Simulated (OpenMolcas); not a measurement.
**S: CASPT2 settings compared**

```yaml
Program: OpenMolcas 26.06
Basis: ANO-RCC-VTZP [5s4p2d1f]
Scalar_Hamiltonian: DKH2, point nucleus
Active_space: 4 electrons in 3 orbitals (3p)
State_averaging: 2S+1 = 3 even, 3 roots; 2S+1 = 1 even, 6 roots kept (CI in the orbitals of an earlier block)
Spin-orbit_coupling: RASSI with atomic mean-field integrals over the reference wave functions, term energies averaged over their components
```

Methods on the same reference wave functions:
A. CASSCF
B. SS-CASPT2, IPEA 0.1 Eh, sigma2 regulariser 0.4 Eh (closed shells correlated: 3s)
C. SS-CASPT2, IPEA 0.6 Eh, sigma2 regulariser 0.15 Eh (closed shells correlated: 2s 2p 3s)
D. XMS-CASPT2, IPEA 0 Eh, sigma2 regulariser 0.3 Eh (closed shells correlated: 2s 2p 3s)

Energies in eV above 3s2 3p4 3P2, the measured ground level; measured values from NIST Handbook of Basic Atomic Spectroscopic Data.

```tsv
Level	A	B	C	D	Measured
3s2 3p4 3P2	0.0000	0.0000	0.0000	0.0000	0.0000
3s2 3p4 3P1	0.0455	0.0457	0.0457	0.0457	0.0491
3s2 3p4 3P0	0.0668	0.0667	0.0668	0.0667	0.0711
3s2 3p4 1D2	1.4635	1.228	1.167	1.258	1.1454
3s2 3p4 1S0	3.6236	2.951	2.968	3.084	2.7500
```

Deviations, from unrounded energies. A percentage is the sum of absolute deviations over the sum of measured energies, with the sign that they share, or ± where signs differ.

| Against measurement | Levels | A | B | C | D |
| --- | --- | --- | --- | --- | --- |
| mean absolute deviation (cm-1) | 4 | 2400 | 590 | 500 | 920 |
| fine structure of the ground term (%) | 2 | -6.5 | -6.5 | -6.5 | -6.5 |
| other terms of the ground configuration (%) | 2 | +30.6 | +7.3 | +6.2 | +11.5 |

C lies closest to measurement on these levels and A furthest from it. The largest miss of C in the table is 3s2 3p4 1S0, by +1800 cm-1. The ranking rests on the paired levels alone, and a cruder setting can come out closer through cancelling errors.

Among B to D the level of the table that moves most is 3s2 3p4 1S0, by 1100 cm-1 (lowest in B, highest in D). Moves below CASPT2's spread within the term are not significant.

The two smallest mean deviations differ by little beside CASPT2's spread within terms, so their order carries little weight.

From A to B the spin-free energies of the other terms of 3s2 3p4 shown, above 3P, scale by factors of 0.81 to 0.84.

The lowest spin-free term lies below A's lowest term by 0.131 hartree in B, 0.134 hartree in C, 0.159 hartree in D.

CASPT2 breaks the degeneracy within a term, and the mean is taken; among the terms shown or strongly mixed into the levels shown the widest spread is 290 cm-1 (3s2 3p4 1D, C). Terms from blocks run as CI alone lack orbitals of their own. With the s shell closed, the reference lacks s² → p² mixing. Without dynamic correlation excited terms often stand tens of per cent too high (terms of higher spin than the ground term too low), and those without a measured partner can miss by more than the paired ones (holds for A). Measured partners are found by configuration, term and J. A level has none where our copy of the source lacks it or the pairing is in doubt (some pairs that miss far off the trend of their configuration count as doubtful), and it then counts in no deviation. Levels of configurations outside the active space are missing.
